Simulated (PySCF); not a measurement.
PySCF input file for diarsenic cation (As2), SMILES [As]#[As] (connectivity only; charge and spin as stated), charge +1, multiplicity 2, PBE0-D3(BJ)/def2-TZVP. Geometry: PBE0-D3(BJ)/def2-TZVP. The multiplicity is an assumed one; other spin states were not compared.

```python
import numpy as np
from pyscf import gto, scf, dft, df
from pyscf.hessian import thermo

mol = gto.M(
    atom='''
    As    0.00000000    0.00000000   -1.09276993
    As    0.00000000    0.00000000    1.09276993
    ''',
    basis='def2-TZVP',
    charge=1,
    spin=1,
    max_memory=1600,
    verbose=3,
)
mf = dft.UKS(mol, xc='pbe0').density_fit(auxbasis='def2-universal-jkfit')
mf.disp = 'd3bj'
mf.grids.level = 3
mf.conv_tol = 1e-11
mf.max_cycle = 100
mf.kernel()
fine, coarse = mf.grids, dft.Grids(mol).set(level=1).build(with_non0tab=True)
for _ in range(3):  # follow internal instabilities
    mf.grids = coarse
    mo, _, stable, _ = mf.stability(return_status=True, nroots=4)
    mf.grids = fine
    if stable:
        break
    mf.kernel(mf.make_rdm1(mo, mf.mo_occ))

# [left out here: the lines that compute and print the analytic Hessian (its translational invariance restored by hand, since the grid's response is missing), thermochemistry and intensities]
```

It prints:

```

WARN: HOMO -0.276367443254453 >= LUMO -0.276367443254452

converged SCF energy = -4470.86501757454  <S^2> = 0.75254575  2S+1 = 2.0025441
<class 'pyscf.df.df_jk.DFUKS'> wavefunction is stable in the internal stability analysis

WARN: DFTD3 does not support analytical Hessian, using finite difference


WARN: Mole.unit (angstrom) is changed to Bohr

Mode                                 0
Irrep
Freq [cm^-1]                      406.4163
Reduced mass [au]                  74.9216
Force const [Dyne/A]                7.2912
Char temp [K]                     584.7426
Normal mode                   x     y     z
       0  As                -0.00 -0.00  0.08
       1  As                 0.00  0.00 -0.08
temperature 298.1500 [K]
pressure 101325.00 [Pa]
Rotational constants [GHz] inf 2.82438 2.82438
Symmetry number 2
Zero-point energy (ZPE) 0.00093 [Eh]   2430.909 [J/mol]
                           tot       elec      trans        rot        vib
Entropy [J/mol/K]       247.457      5.763    171.224     66.540      3.930
Cv [J/mol/K]             26.879      0.000     12.472      8.314      6.093
Cp [J/mol/K]             35.194      0.000     20.786      8.314      6.093
Internal energy [J/mol]                      3718.434   2478.956   3226.871
Internal energy [Eh]   -4470.86143  -4470.86502
Enthalpy [J/mol]                             6197.391   2478.956   3226.871
Enthalpy [Eh]          -4470.86048
Gibbs free energy [J/mol]                  -44853.005 -17359.816   2055.053
Gibbs free energy [Eh] -4470.88858
mode   freq/cm-1   IR/(km/mol)
   1      406.42         0.000
max |gradient| / (hartree/bohr): 2.11272500060709e-05
APT charges: [0.5 0.5]
```

The calculation finished and met its thresholds.
